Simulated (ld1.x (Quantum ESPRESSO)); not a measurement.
**Reading a pseudo-wave (Mg (Z = 12))**

Columns: radius, all-electron u(r) and pseudo u(r) of the 3s shell (level -6.28 eV) of magnesium in the configuration [He] 2s2 2p6 3s1.75 3p0; PBE, scalar-relativistic, PAW scheme, ld1.x (Quantum ESPRESSO) 7.5.

```
r (bohr)  all-electron  pseudo
   0.113        0.0948  0.0282
   0.225       -0.0772  0.0565
   0.338       -0.2064  0.0858
   0.450       -0.2512  0.1158
   0.563       -0.2310  0.1473
   0.675       -0.1710  0.1798
   0.788       -0.0892  0.2140
   0.900        0.0000  0.2490
   1.013        0.0903  0.2853
   1.125        0.1753  0.3218
   1.238        0.2540  0.3589
   1.350        0.3236  0.3952
   1.463        0.3850  0.4309
   1.575        0.4371  0.4646
   1.688        0.4813  0.4964
   1.800        0.5176  0.5250
   1.913        0.5473  0.5503
   2.025        0.5706  0.5715
   2.138        0.5883  0.5885
   2.250        0.6006  0.6006
   2.363        0.6082  0.6082
   2.475        0.6113  0.6113
   2.588        0.6104  0.6104
   2.700        0.6062  0.6062
   2.813        0.5988  0.5988
   2.925        0.5889  0.5889
```

**Question.** How many radial nodes do the two functions have?

**Answer.** The all-electron 3s function has n − l − 1 = 2 (the table is too coarse to show those close to the nucleus); the pseudo-wave has 0, since the states of the same l below it are removed with the core.

**Question.** At about which radius was the pseudo-wave matched?

**Answer.** 2.25 bohr, where the columns begin to agree (steps of 0.11 bohr).

**Question.** Is the pseudo-wave norm-conserving?

**Answer.** No, it belongs to a PAW set: the norm inside the radius is not constrained, and the difference is carried by the augmentation charge.
